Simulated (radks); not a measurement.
Problem. Pd II, configuration [Kr] 4d8 5p1 (not the ground configuration). All-electron calculation, Dirac Kohn-Sham, Wu-Cohen GGA, spin-unpolarised, spherical densities, point nucleus; open shells fill j = l - 1/2 first. Program: a radial shooting solver on a logarithmic mesh with Libxc functionals.

Spin-orbit splittings of the eigenvalues, e(l+1/2) - e(l-1/2), with zeta = 2 splitting/(2l+1) and mean radii in bohr:

shell  occ.  splitting (eV)  zeta (eV)  <r> j=l-1/2  <r> j=l+1/2
2p        6           159.4      106.3       0.1171       0.1221
3p        6           27.78      18.52       0.3713       0.3821
3d       10           5.540      2.216       0.3557       0.3592
4p        6           4.534      3.023        1.013        1.043
4d        8          0.5202     0.2081        1.383        1.400
5p        1               ?          ?        3.419        3.525

Estimate the 5p splitting.

Solution. 0.3182 eV (zeta = 0.2121 eV).
